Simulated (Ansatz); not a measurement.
`c1c[se]c(-c2ccc(-c3ccc(-c4ccc(-c5ccc(-c6ccc(-c7ccc[se]7)[se]6)[se]5)[se]4)[se]3)[se]2)c1` with charge -1. The state is a doublet with charge -1. Geometry PBE-D4/def2-SVP, that of the neutral singlet.

```xyz
51

C    11.1508    0.0857   -6.5204
C    11.5430    0.4649   -5.2530
Se   10.0876    0.5532   -4.0862
C     8.9817    0.0200   -5.5305
C     7.5568   -0.1502   -5.3915
C     6.6326   -0.4849   -6.3821
C     5.2845   -0.5857   -5.9693
C     5.0357   -0.3379   -4.6172
C     3.7756   -0.3667   -3.9284
C     2.5204   -0.6929   -4.4493
C     1.4401   -0.6384   -3.5410
C     1.7514   -0.2671   -2.2308
C     0.8870   -0.1271   -1.0978
C     1.2106    0.2289    0.2138
C     0.1349    0.2844    1.1266
C    -1.1265   -0.0230    0.6111
C    -2.3904   -0.0530    1.2843
C    -3.6520   -0.3713    0.7773
C    -4.7245   -0.3118    1.6951
C    -4.3968    0.0580    3.0010
C    -5.2522    0.2053    4.1411
C    -4.9255    0.5862    5.4434
C    -5.9970    0.6507    6.3634
C    -7.2560    0.3224    5.8602
C    -8.5113    0.3009    6.5697
C    -8.7273    0.5140    7.9296
C   -10.0830    0.4370    8.3584
C   -10.9981    0.1605    7.3633
Se  -10.1645   -0.0299    5.7030
Se   -7.1163   -0.1351    4.0276
Se   -2.5282    0.3718    3.1308
Se   -0.9815   -0.4388   -1.2371
Se    3.6162    0.0640   -2.0895
Se    6.6645    0.0595   -3.7346
C     9.7562   -0.1577   -6.6754
H    11.8667   -0.0209   -7.3481
H    12.5546    0.7007   -4.9017
H     6.9400   -0.6532   -7.4239
H     4.4746   -0.8374   -6.6685
H     2.3885   -0.9787   -5.5025
H     0.4079   -0.8774   -3.8395
H     2.2476    0.4493    0.5098
H     0.2733    0.5517    2.1854
H    -3.7934   -0.6516   -0.2775
H    -5.7614   -0.5412    1.4061
H    -3.8901    0.8269    5.7284
H    -5.8537    0.9492    7.4114
H    -7.8994    0.7192    8.6227
H   -10.3824    0.5847    9.4062
H   -12.0851    0.0528    7.4574
H     9.3136   -0.4700   -7.6316
```

Single mean-field runs in def2-SVP are fitted with def2-universal-jkfit.

Q: Estimate the α-spin orbital energies around the gap (eV) in Ansatz with PBE-D4/def2-SVP, PBE0-D4/def2-SVP.

A: 
```
orbital  PBE-D4/def2-SVP  PBE0-D4/def2-SVP
 HOMO−5            -3.49             -4.56
 HOMO−4            -3.35             -4.41
 HOMO−3            -2.97             -3.98
 HOMO−2            -2.41             -3.30
 HOMO−1            -1.87             -2.60
   HOMO            -0.65             -1.01
   LUMO            -0.26              0.04
 LUMO+1             0.29              0.77
 LUMO+2             0.42              1.24
 LUMO+3             0.63              1.42
 LUMO+4             0.82              1.47
 LUMO+5             1.33              2.08
 β HOMO            -1.78             -2.41
 β LUMO            -0.53             -0.03
```
